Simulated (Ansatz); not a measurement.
The same path of AlFH$_{5}$NSi (9 atoms, charge 0, multiplicity 1) was run 3 times with different band settings. The coordinate that changes most is the dihedral N1–Al2–Si4–H7.

The calculation used Ansatz 0.2.0, RKS BLYP/def2-SVP.

Relaxed end points:

```xyz
9
Properties=species:S:1:pos:R:3
N 0.619 1.808 -0.727
Al 0.768 0.052 -0.465
F 2.129 -0.692 -1.129
Si -0.885 -1.266 0.778
H -0.150 2.390 -0.382
H 1.289 2.386 -1.243
H -1.535 -2.304 -0.098
H -0.257 -1.988 1.940
H -1.977 -0.386 1.326
```

```xyz
9
Properties=species:S:1:pos:R:3
N 1.700 1.107 0.255
Al 0.487 0.234 -0.716
F 0.740 0.213 -2.384
Si -1.457 -0.897 0.259
H 1.683 1.208 1.273
H 2.522 1.584 -0.128
H -1.429 -2.377 -0.011
H -1.498 -0.709 1.753
H -2.748 -0.364 -0.302
```

Common settings: spring 5.0 eV/Å²; optimiser quadratic models (default); start path IDPP; force threshold 0.05 eV/Å; end points relaxed.

| run | movable images | climbing image | iteration limit |
| --- | --- | --- | --- |
| 1 | 9 | yes | 40 |
| 2 | 9 | yes | 6 |
| 3 | 3 | no | 60 |

**Question.** What does each run give, and how far can it be trusted?

**Answer.** Run 1: converged after 5 iterations, highest image 0.010 eV above the first end. A vibrational analysis at the climbing image gives one clearly imaginary mode, 77i cm⁻¹: a first-order saddle point.
Run 2: converged after 5 iterations, highest image 0.010 eV above the first end. Another band between the same ends (9 images) ends at a top of the same energy, where a vibrational analysis finds 1 clearly imaginary mode.
Run 3: converged after 5 iterations, highest image 0.010 eV above the first end. No image climbed, so the highest image needn't sit at the top of the path. So few images can step over the top or miss a turn of the path.
